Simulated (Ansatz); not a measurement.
C₂H₆OSn, SMILES `C[C](=O)[SnH3]`, relaxed with RKS PBE-D4/def2-SVP in Ansatz from a rough embedded geometry. The force threshold is 0.03 eV/Å; the program also tests the step.

Charge 0, multiplicity 1. Sn takes the def2 core potential.

Start:

```xyz
10

C    -1.108   -0.019   -1.039
C    -0.638    0.405    0.261
O    -1.374    1.069    0.998
Sn    1.311   -0.217    0.914
H    -0.364   -0.562   -1.628
H    -2.039   -0.631   -1.010
H    -1.375    0.893   -1.673
H     1.578    0.416    2.517
H     2.530    0.537   -0.218
H     1.480   -1.892    0.878
```

(1) By how much does the energy fall, and how many steps does the optimiser take? (Best estimate.)

(2) Which bonds change most? (Estimate.)

(3) Give the relaxed structure. (Best estimate.)

Results:

(1) The calculation gave: 31.33 kJ/mol, in 24 steps, 6 of them rejected.

(2) Ansatz gave: C2–Sn4 from 2.148 to 2.268 Å; Sn4–H9 from 1.827 to 1.734 Å; C1–C2 from 1.446 to 1.511 Å; Sn4–H10 from 1.683 to 1.737 Å.

(3) The calculation gave: 
```xyz
10

C    -1.199   -0.017   -1.087
C    -0.591    0.637    0.131
O    -1.055    1.615    0.676
Sn    1.325   -0.258    0.951
H    -0.457   -0.015   -1.915
H    -1.421   -1.082   -0.868
H    -2.121    0.513   -1.400
H     1.449    0.208    2.609
H     2.679    0.387    0.082
H     1.391   -1.989    0.821
```
